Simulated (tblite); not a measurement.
Compound: C5H7AlFN.
Numbering: `[F:1][c:2]1[cH:3][cH:4][cH:5][n+:6]([AlH3-:7])[cH:8]1` (hydrogens: H9 on C3; H10 on C4; H11 on C5; H12, H13, H14 on Al7; H15 on C8)
Bond orders are those of one Lewis drawing.

Computed with GFN2-xTB (tblite), gas phase: L-BFGS steps from a force-field or distance-geometry start until the largest atomic force falls under 0.01 eV/Å.

Step 63: E = -626.3393 eV
```
atom  x, y, z in Å  |  force x, y, z in eV/Å
F1     -1.7853    2.5270   -0.8099    0.007   0.004  -0.015
C2     -1.2888    1.3467   -0.4253   -0.007   0.000   0.002
C3     -2.1499    0.3043   -0.1188   -0.002   0.001   0.024
C4     -1.5907   -0.8992    0.2872    0.013   0.000  -0.006
C5     -0.2122   -0.9989    0.3520    0.007   0.013   0.018
N6      0.5855    0.0139    0.0557    0.010   0.006   0.008
Al7     2.5213   -0.4960    0.1210   -0.001  -0.032  -0.004
C8      0.0834    1.1735   -0.3272   -0.006   0.002   0.021
H9     -3.2170    0.4445   -0.1948   -0.002  -0.005   0.008
H10    -2.2189   -1.7354    0.5504    0.014  -0.003  -0.027
H11     0.3107   -1.8979    0.6548   -0.028  -0.005  -0.010
H12     2.5497   -1.1458    1.5567   -0.011   0.018   0.001
H13     3.1629    0.9199   -0.0913    0.004   0.009  -0.007
H14     2.4533   -1.5087   -1.0862    0.007   0.001  -0.001
H15     0.7917    1.9602   -0.5462   -0.006  -0.010  -0.011
```

Step 64: E = -626.3395 eV
```
atom  x, y, z in Å  |  force x, y, z in eV/Å
F1     -1.7848    2.5279   -0.8089    0.005  -0.002  -0.012
C2     -1.2890    1.3473   -0.4238   -0.001   0.000  -0.002
C3     -2.1502    0.3040   -0.1192    0.002   0.011   0.022
C4     -1.5901   -0.8993    0.2863    0.008   0.001  -0.011
C5     -0.2119   -0.9989    0.3523    0.013   0.027   0.016
N6      0.5854    0.0148    0.0579    0.025   0.012   0.000
Al7     2.5214   -0.4963    0.1209   -0.012  -0.037  -0.008
C8      0.0836    1.1747   -0.3250   -0.011  -0.002   0.024
H9     -3.2176    0.4432   -0.1966    0.010  -0.005   0.009
H10    -2.2166   -1.7370    0.5471   -0.002  -0.011  -0.022
H11     0.3104   -1.8985    0.6537   -0.024  -0.004  -0.008
H12     2.5502   -1.1411    1.5588   -0.009   0.016   0.001
H13     3.1634    0.9176   -0.0974    0.009   0.016  -0.007
H14     2.4492   -1.5121   -1.0840    0.009   0.002   0.003
H15     0.7924    1.9619   -0.5439   -0.021  -0.026  -0.005
```

Step 65: E = -626.3397 eV
```
atom  x, y, z in Å  |  force x, y, z in eV/Å
F1     -1.7840    2.5294   -0.8067    0.001  -0.011  -0.007
C2     -1.2893    1.3483   -0.4211    0.007   0.001  -0.003
C3     -2.1504    0.3037   -0.1199    0.006   0.023   0.014
C4     -1.5891   -0.8997    0.2841   -0.001   0.005  -0.014
C5     -0.2114   -0.9985    0.3528    0.015   0.036   0.009
N6      0.5855    0.0164    0.0617    0.035   0.017  -0.005
Al7     2.5214   -0.4974    0.1205   -0.020  -0.029  -0.010
C8      0.0837    1.1767   -0.3203   -0.013  -0.006   0.022
H9     -3.2182    0.4408   -0.2004    0.022  -0.004   0.012
H10    -2.2136   -1.7395    0.5407   -0.019  -0.019  -0.017
H11     0.3095   -1.8997    0.6518   -0.013  -0.001  -0.004
H12     2.5523   -1.1321    1.5624   -0.006   0.012   0.002
H13     3.1640    0.9144   -0.1096    0.011   0.014  -0.007
H14     2.4424   -1.5192   -1.0793    0.012   0.000   0.006
H15     0.7929    1.9644   -0.5387   -0.036  -0.038   0.002
```

**Question.** Estimate the geometry and energy of step 66. (The exact step hangs on the optimiser's Hessian estimate; all steps are aligned on step 65, rigid shifts and turns removed.)

**Answer.** E = -626.3401 eV, largest force 0.056 eV/Å
```
atom  x, y, z in Å  |  force x, y, z in eV/Å
F1     -1.7828    2.5316   -0.8030   -0.004  -0.019  -0.003
C2     -1.2895    1.3497   -0.4175    0.013   0.002   0.001
C3     -2.1505    0.3035   -0.1210    0.010   0.026   0.004
C4     -1.5880   -0.9002    0.2806   -0.009   0.007  -0.010
C5     -0.2106   -0.9977    0.3536    0.010   0.032  -0.001
N6      0.5862    0.0184    0.0667    0.031   0.015  -0.004
Al7     2.5213   -0.4991    0.1195   -0.021  -0.008  -0.009
C8      0.0836    1.1791   -0.3131   -0.012  -0.010   0.013
H9     -3.2185    0.4374   -0.2059    0.030   0.002   0.014
H10    -2.2112   -1.7425    0.5314   -0.026  -0.020  -0.014
H11     0.3076   -1.9014    0.6491    0.002   0.004   0.001
H12     2.5568   -1.1186    1.5675   -0.005   0.005   0.001
H13     3.1644    0.9106   -0.1276    0.010   0.005  -0.005
H14     2.4337   -1.5298   -1.0717    0.013  -0.004   0.006
H15     0.7930    1.9671   -0.5305   -0.041  -0.038   0.006
```

The energy changes by -0.0003 eV. The first-order estimate −F·Δx gives -0.0005 eV and the mean of the old and new forces, exact on a quadratic surface, -0.0003 eV. The step makes an angle of 83° with the force vector and moves no atom by more than 0.018 Å.

The cost below is that of the whole relaxation. The run took 0.82 s on Arm Neoverse N1, one thread (shared host).
